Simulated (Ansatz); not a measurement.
Conformers of `C[NH][GeH]([Cl])[O]C`, each relaxed with PBE0-D4/def2-TZVP in Ansatz. CBS adds the triple-zeta coupled-cluster correction to the MP2 limit.

Outer-core shells of Ge are correlated without core-valence functions. Scalar relativity is left out up to krypton. Spin–orbit coupling is left out.

Not all of them had a frequency check.

Conformer A:

```xyz
14

C    -0.598   -0.441    2.227
N    -0.227   -0.646    0.838
Ge   -0.707    0.563   -0.422
Cl   -2.806    0.532   -0.900
O     0.057    0.100   -1.941
C     1.466    0.153   -2.025
H    -1.649   -0.666    2.446
H    -0.418    0.601    2.505
H     0.027   -1.057    2.879
H    -0.352   -1.604    0.540
H    -0.336    1.975    0.053
H     1.844    1.177   -1.915
H     1.948   -0.477   -1.269
H     1.751   -0.210   -3.015
```

Conformer B:

Z-matrix (Å, degrees):
```
C
N 1 1.450
H 1 1.093 2 110.0
H 1 1.091 2 109.4 3 117.4
H 1 1.098 2 114.2 3 -121.6
Ge 2 1.814 1 122.9 3 -160.2
H 2 1.010 1 113.1 3 58.4
O 6 1.759 2 107.5 1 165.6
Cl 6 2.156 2 105.2 1 47.4
H 6 1.532 2 120.1 1 -74.2
C 8 1.414 6 119.9 2 -57.6
H 11 1.095 8 111.2 6 -72.4
H 11 1.092 8 107.6 6 168.8
H 11 1.095 8 112.0 6 49.3
```

Which is lowest in electronic energy at CCSD(T)/CBS (frozen core, def2 sets), and by how much? (Estimate.)

Computed: B; A lies 2.0 kJ/mol higher. Gaps under about 2 kJ/mol don't settle the order.

Give the energies relative to B (kJ/mol) with ωB97M-V/def2-TZVPP, B2PLYP/def2-TZVPP, MP2/def2-TZVPP, SCS-MP2/def2-TZVPP, CCSD(T)/def2-TZVPP, SCS-MP2/def2-QZVPP, HF/CBS(def2). (An estimate is asked.)

The calculation gave: 
```tsv
level	A
ωB97M-V/def2-TZVPP	2.6
B2PLYP/def2-TZVPP	1.1
MP2/def2-TZVPP	2.1
SCS-MP2/def2-TZVPP	1.5
CCSD(T)/def2-TZVPP	1.6
SCS-MP2/def2-QZVPP	1.6
HF/CBS(def2)	-0.5
```
